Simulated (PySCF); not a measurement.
C4H6F3O2P.
Numbering: `[O:1]=[P@@:2]([OH:3])([CH:4]1[CH2:5][CH2:6]1)[C:7]([F:8])([F:9])[F:10]` (hydrogens: H11 on O3; H12 on C4; H13, H14 on C5; H15, H16 on C6)

Level: PBE0/pcSseg-1 and B3LYP/def2-SVPD in PySCF, non-relativistic, on one gas-phase PBE0-D3(BJ)/def2-SVP geometry that isn't relaxed in the solvent. The solvent is an IEF-PCM continuum (van der Waals radii × 1.2). Only the electrostatic response of the medium enters.

Gas phase at PBE0/pcSseg-1: HOMO -8.40 eV, LUMO 0.38 eV, dipole 3.34 D.

**Question.** What does the continuum do to the energy, the frontier levels and the dipole at PBE0/pcSseg-1 in chloroform and water?

**Answer.** 
```json
{"solvent": "chloroform", "ε": "4.711", "E(solvent) − E(gas) (kJ/mol)": "-30.72", "polarisation term (kJ/mol)": "-33.37", "distortion of the solute (kJ/mol)": "2.65", "HOMO (eV)": "-8.46", "LUMO (eV)": "0.68", "dipole (D)": "3.88"}
{"solvent": "water", "ε": "78.36", "E(solvent) − E(gas) (kJ/mol)": "-42.78", "polarisation term (kJ/mol)": "-47.90", "distortion of the solute (kJ/mol)": "5.12", "HOMO (eV)": "-8.49", "LUMO (eV)": "0.77", "dipole (D)": "4.07"}
```

The first energy column is the sum of the next two and covers electrostatics alone. From chloroform to water the lowering changes by a factor 1.39, Onsager's factor (ε − 1)/(2ε + 1) by 1.38 and ε itself by 16.6.

**Question.** Which radius a makes the point-dipole formula ΔE = −[(ε − 1)/(2ε + 1)]·μ²/a³ give the value in water, with the gas-phase dipole?

**Answer.** μ = 1.315 au and |ΔE| = 0.01629 Eh give a = 1.98 Å; the farthest nucleus lies 3.24 Å from the centroid of the nuclei, so such a sphere wouldn't even hold the nuclei. The formula assumes a rigid point dipole at the centre of a sphere.

**Question.** Which Mulliken charges (PBE0/pcSseg-1) respond most in chloroform (means over atoms taken as equivalent)?

**Answer.** 
| atoms | environment | gas (e) | solvent (e) | change |
| --- | --- | --- | --- | --- |
| O1 | phosphoryl oxygen | -0.563 | -0.615 | -0.052 |
| P2 | phosphoryl phosphorus | +1.138 | +1.161 | +0.023 |
| H11 | hydroxyl hydrogen | +0.269 | +0.289 | +0.020 |
| H12 | methine hydrogen | +0.187 | +0.199 | +0.012 |
| H14 | methylene hydrogen | +0.149 | +0.160 | +0.011 |
| H15 | methylene hydrogen | +0.151 | +0.161 | +0.010 |

**Question.** Which Mayer bond orders change most in chloroform?

**Answer.** 
| bond | length (Å) | gas | solvent | change |
| --- | --- | --- | --- | --- |
| O1–P2 | 1.482 | 1.938 | 1.886 | -0.052 |
| P2–O3 | 1.625 | 0.980 | 0.999 | +0.019 |
| P2–C4 | 1.780 | 0.916 | 0.930 | +0.014 |
| O3–H11 | 0.967 | 0.923 | 0.911 | -0.012 |
| C4–H12 | 1.095 | 0.927 | 0.921 | -0.006 |
| C7–F8 | 1.335 | 0.983 | 0.980 | -0.003 |
| C7–F10 | 1.331 | 0.993 | 0.990 | -0.003 |
| C5–H14 | 1.093 | 0.952 | 0.949 | -0.003 |

**Question.** How do the nuclear quadrupole coupling constants eQVzz/h respond in chloroform?

**Answer.** 
```csv
nucleus,Q (barn),gas (MHz),solvent (MHz),η gas,η solvent
17O at O1,-0.0256,-5.02,-5.05,0.31,0.27
17O at O3,-0.0256,-9.05,-8.72,0.84,0.87
```

Gas phase at B3LYP/def2-SVPD: HOMO -8.28 eV, LUMO -0.40 eV, dipole 3.61 D.

**Question.** What does the continuum do to the energy, the frontier levels and the dipole at B3LYP/def2-SVPD in chloroform?

**Answer.** 
```tsv
solvent	ε	E(solvent) − E(gas) (kJ/mol)	polarisation term (kJ/mol)	distortion of the solute (kJ/mol)	HOMO (eV)	LUMO (eV)	dipole (D)
chloroform	4.711	-31.37	-34.65	3.28	-8.33	-0.07	4.27
```

**Question.** How does the static polarisability (B3LYP/def2-SVPD, frozen core, with the continuum's full static response) change?

**Answer.** 
| medium | isotropic (au) | principal values (au) | ⟨r²⟩ of the electrons (bohr²) |
| --- | --- | --- | --- |
| gas | 77.4 | 69.7, 75.3, 87.2 | 1477.0 |
| chloroform | 94.0 | 85.8, 91.9, 104.3 | 1476.9 |

The isotropic value in chloroform is 1.21 times the gas-phase one; no cavity-field correction is applied. ⟨r²⟩ is taken about the centre of nuclear charge.

The values belong to the conformer `[O:1]=[P@@:2]([OH:3])([CH:4]1[CH2:5][CH2:6]1)[C:7]([F:8])([F:9])[F:10]`: O1–P2–C4–C5 -164°, O1–P2–C7–F8 -69°, H–O3–P2–O1 -28°.
